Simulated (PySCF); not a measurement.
# Ir⁶²⁺: ionisation energy

Ir⁶²⁺ [Ne] 3s2 3p3 [3p1/2^2 3p3/2^1, M_J = 3/2] → Ir⁶³⁺ [Ne] 3s2 3p2 [3p1/2^2, M_J = 0], as a difference of total energies. Computed with PySCF 2.14 in an even-tempered Gaussian basis (18 s from 20 bohr⁻², ratio 2.4; 14 p from 26 bohr⁻², ratio 2.4; 4 d from 89 bohr⁻², ratio 2.6; 4 f from 130 bohr⁻², ratio 2.6), with the two-component X2C-1e Hamiltonian. Correlated levels: 1s2 frozen; the 48 highest virtual spinors dropped. "Screened" scales the spin-orbit matrix elements by Boettger's factors to mimic the two-electron term; Breit and QED terms are absent.

```
                    method  ionisation energy (eV)
           GHF (spin-free)                  6857.8
          GMP2 (spin-free)                  6858.3
 GHF (screened spin-orbit)                  6713.0
GMP2 (screened spin-orbit)                  6713.6
```

Breit and QED terms and the two-electron picture change are absent.

The spin-free rows relax to the high-spin LS determinant and lack the spin-orbit shift.

The labels give the starting determinants; with spin-orbit coupling the two ends relaxed to ⟨J²⟩ = 3.75, ⟨L²⟩ = 2.61, ⟨S²⟩ = 1.49 and ⟨J²⟩ = 0.00, ⟨L²⟩ = 1.36, ⟨S²⟩ = 1.36.

For comparison: 6708 ± 15 eV (theoretical estimate listed by NIST; NIST Atomic Spectra Database, ionization energies).
